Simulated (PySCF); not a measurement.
## Finite-field polarisability of Au (gold, neutral)

[Xe] 4f14 5d10 6s1, 2S determinant. Calculation: PySCF 2.14, in ANO-RCC-VTZP (8s7p5d3f1g, 84 functions); the spin-free X2C one-electron Hamiltonian (Gaussian nucleus). Frozen: [Xe] 4f14. Energy changes in a uniform field (μhartree):

```tsv
axis	F (au)	HF	MP2	CCSD	CCSD(T)
x	0.0021	-98.438	-58.483	-77.146	-75.125
x	0.0042	-393.549	-234.340	-308.558	-300.501
```

Question: Derive α along x at CCSD(T) from the two fields.

Answer: With ΔE = −αF²/2 − γF⁴/24, α = −(16 ΔE(F) − ΔE(2F))/(6F²) = 34.07 bohr³.

Question: And the mean polarisability at each level?

Answer: HF 44.65, MP2 26.51, CCSD 34.99, CCSD(T) 34.07 bohr³. Reference: 36 ± 3 bohr³ (recommended; Schwerdtfeger and Nagle, table of static dipole polarizabilities (2023 update)).

The basis has no added diffuse functions, which lowers α.
